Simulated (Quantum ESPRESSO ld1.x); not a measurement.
Question: The table gives one normalised radial function P(r) = r R(r) (large component) of Ta+ in [Xe] 4f14 6s2 6p2 (r in bohr). Calculated with ld1.x of Quantum ESPRESSO 7.5: Dirac Kohn-Sham, LDA (Slater exchange, Perdew-Zunger correlation), spin-unpolarised, spherical densities, point nucleus; open shells are shared between the two j in proportion to 2j + 1.

| r | P |
|---|---|
| 0.001482 | 0.0319 |
| 0.002357 | 0.0438 |
| 0.003748 | 0.0572 |
| 0.005961 | 0.0687 |
| 0.009481 | 0.0699 |
| 0.01496 | 0.0476 |
| 0.02379 | -0.0104 |
| 0.03784 | -0.0874 |
| 0.06018 | -0.1027 |
| 0.09571 | 0.0300 |
| 0.151 | 0.1602 |
| 0.2402 | -0.0316 |
| 0.382 | -0.2257 |
| 0.6075 | 0.1526 |
| 0.9661 | 0.3335 |
| 1.524 | -0.2636 |
| 2.424 | -0.7088 |
| 3.856 | -0.4119 |
| 6.132 | -0.0699 |
| 9.753 | -0.0023 |

Which n and l does it have? It may be an empty orbital.

Answer: n = 6, l = 0: the number of nodes gives n - l - 1 = 5, the rise at small r points to l (this Dirac orbital starts as r^gamma with gamma = sqrt((l + 1)^2 - (Z/c)^2) = 0.85; the j = 1/2 orbital of l + 1 starts with the same power, but with a smaller coefficient, and then steepens), and the extent must fit the shell. The curve is that of 6s1/2. 6s1/2: eigenvalue -16.215 eV, 5 radial nodes at r = 0.0223, 0.0887, 0.230, 0.528, 1.29 bohr, <r> = 2.76 bohr, 90 % of the charge inside 3.97 bohr.
